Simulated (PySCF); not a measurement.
Vertical excitations of a molecule C3H9ClOSi from TDA-PBE/def2-SVPD (PySCF), as energy in eV (oscillator strength): 5.19 (0.002), 5.85 (0.015), 6.55 (0.059), 6.63 (0.003), 6.65 (0.064), 6.72 (0.010). Lowest triplet (TDA): 4.95 eV. Geometry optimised at PBE-D3(BJ)/def2-SVP. One conformer was computed; it need not be the lowest.

Pick the molecule that these values belong to.
A. CO[C@@H](C)[SiH2]Cl
B. C[C@H](CCl)[SiH2]O
C. CC(C)(O)[SiH2]Cl
D. CC[Si@@H](Cl)CO

C, CC(C)(O)[SiH2]Cl
